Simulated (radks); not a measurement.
The numbers below are computed, except where a source is named.
Excited configurations of the osmium ion Os57+: one electron is placed in a higher orbital outside [Ar]. The ground configuration is [Ar] 3d1. Code: a radial shooting solver on a logarithmic mesh with Libxc functionals. Model: scalar-relativistic Kohn-Sham, r2SCAN, spin-polarised, spherical densities, finite nucleus; open shells are filled with parallel spins first (spin-orbit coupling, left out, can overturn this in heavy ions); meta-GGA in the generalised Kohn-Sham scheme; Fermi nuclear charge, rms radius 5.4126 fm. Excitation = E - E(ground); binding = E(ion) - E, where the ion is the core of charge +58; n* = 58/sqrt(2 binding) in atomic units. These energies are relativistic, and a one-electron ion of charge +58 with no core already has n* below n in this formula (scalar-relativistic equation, point nucleus: 5s 4.920, 6s 5.917, 6p 5.951, 6f 5.986, 7s 6.916). The quantum defect is therefore taken as that value minus n*, so that it holds no relativistic shift of the bare ion.

outer orbital  excitation (eV)  binding (eV)     n*  quantum defect  eigenvalue (eV)  <r> (bohr)
5s                      3542.6        2124.5  4.642           0.278          -2110.1      0.5582
6s                      4227.8        1439.3  5.639           0.278          -1429.9      0.8236
6p                      4283.3        1383.8  5.751           0.200          -1374.5      0.8391
6f                      4367.2        1299.8  5.934           0.052          -1289.0      0.8063
7s                      4628.1        1038.9  6.637           0.278          -1032.2       1.141

The Delta-SCF ionisation energy is 5667.1 eV (NIST Atomic Spectra Database: 5717 eV, theoretical). Self-interaction in the functional shifts the binding energies and quantum defects, so they are the method's values and not measured ones. Open shells are spherical and high-spin; term and fine-structure splittings are not resolved. Spin-orbit splitting is averaged out at the scalar-relativistic level.
